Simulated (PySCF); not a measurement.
Ti (titanium, neutral) across methods

[Ar] 3d2 4s1 4p1, one real determinant (an excited configuration). Computed with PySCF 2.14 in aug-cc-pVTZ with one added diffuse shell each of s, p, d, f, g type (9s8p6d4f3g, 118 functions), with the non-relativistic Hamiltonian (point nucleus).

```tsv
method	E (hartree)	mean ε 3d α (eV)	mean ε 4s α (eV)	mean ε 4p α (eV)	Σ⟨r²⟩ (bohr²)	⟨S²⟩
BP86	-849.385	-6.172	-5.478	-2.409	54.08	6.000
UHF	-848.37676	-13.178	-8.246	-4.741	55.23	6.003
CAM-B3LYP	-849.321	-9.573	-7.370	-3.859	53.93	6.001
r2SCAN	-849.257	-6.763	-5.646	-2.479	53.69	6.001
PBE	-849.051	-6.044	-5.354	-2.327	54.45	6.000
LDA	-847.219	-6.460	-5.683	-2.442	54.13	6.000
PBE0	-849.095	-8.199	-6.282	-3.068	54.04	6.001
```

Task: Estimate the same row for B97-3.

Result: E (hartree) = -849.178; mean ε 3d α (eV) = -8.219; mean ε 4s α (eV) = -6.178; mean ε 4p α (eV) = -3.016; Σ⟨r²⟩ (bohr²) = 54.06; ⟨S²⟩ = 6.001.

⟨L²⟩ = 13.72 against 20 for a pure G term, so this real determinant mixes terms.
